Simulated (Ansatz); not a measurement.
Problem. Name a neutral molecule of C, Mo, N and H with HOMO energy (B3LYP/def2-TZVPP) between -5.60 and -5.30 eV and size of the dipole moment (ωB97M-V/def2-TZVPP) between 0.35 and 0.65 D (Ansatz, PBE0-D4/def2-TZVP geometry).

Solution. `C[N]=[Mo](=[N]C)([N](C)C)[N](C)C` (-5.31 eV, 0.45 D). Other molecules can fit too; these were computed, each in one conformer that needn't be the lowest.

B3LYP here is the variant with VWN-RPA as its local correlation; programs differ in this.
